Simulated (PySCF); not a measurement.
**Stretching NbC**

Set-up: PySCF, spin-free X2C with a Gaussian nucleus, basis sets Nb x2c-TZVPPall, C x2c-TZVPPall. Energies in eV from Nb (4d4 5s1) + C in their ground configurations at the same level. All curves are PBE0. state 1: Ms = 0.5 determinant of mixed spin (⟨S²⟩ near 1.1), unpaired electrons δ ↑; state 2: ⁴Δ (quartet), unpaired electrons σ ↑↑, δ ↑, a second solution, started from another occupation; state 3: quartet, unpaired electrons σ ↑, π ↑, δ ↑, a mixture of terms (⟨Lz²⟩ = 4.5), a second solution, started from another occupation; state 4: quartet, unpaired electrons σ ↑, π ↑, δ ↑, a second solution, started from another occupation.

```
R (Å)  state 1  state 2  state 3  state 4
1.446   -3.376   -2.213   -0.745         
1.514   -4.314   -3.423   -2.199   -2.129
1.581   -4.835   -4.193   -3.182   -3.118
1.631   -5.020   -4.541   -3.674   -3.613
1.682   -5.069   -4.733   -4.000   -3.940
1.732   -5.014   -4.796   -4.188   -4.129
1.800   -4.828   -4.725   -4.271   -4.213
1.884   -4.500   -4.458   -4.176         
1.985   -4.074   -4.005   -3.879         
2.119   -3.531   -3.387   -3.361
```

Question: Put a parabola through the three lowest points of the state 1 curve and estimate Re, k and ωe (reduced mass 10.63 u; 1 eV/Å² = 0.16022 mdyn/Å; ωe = 1302.8·√(k/μ) cm⁻¹).

Answer: Through R = 1.631, 1.682, 1.732 Å the second-order coefficient is 20.4 eV/Å², so Re ≈ 1.680 Å, k ≈ 6.54 mdyn/Å and ωe ≈ 1022 cm⁻¹. A polynomial fit of higher order to the unrounded PBE0 energies gives Re = 1.678 Å, k = 6.69 mdyn/Å, ωe = 1033 cm⁻¹; anharmonicity and rounding make the difference.

The higher-order fit for each curve: state 1: Re = 1.678 Å, ωe = 1033 cm⁻¹, De = 5.07 eV; state 2: Re = 1.736 Å, ωe = 1009 cm⁻¹, minimum 4.80 eV below the ground-state fragments; state 3: Re = 1.801 Å, ωe = 900 cm⁻¹, minimum 4.27 eV below the ground-state fragments. State 4 gave no clean fit.

The metal atom is held in its measured ground configuration; semilocal functionals can put another filling of s and d lower by some tenths of an eV, and De to that atom would be smaller. ⟨S²⟩ of the unrestricted solution departs from its pure value on part of the curve, where spin states mix. Spin–orbit coupling is left out, which matters for elements this heavy, above all for dissociation energies. The state is the lowest single determinant that the PBE0 search found; with open d or f shells the true ground state can be another one.
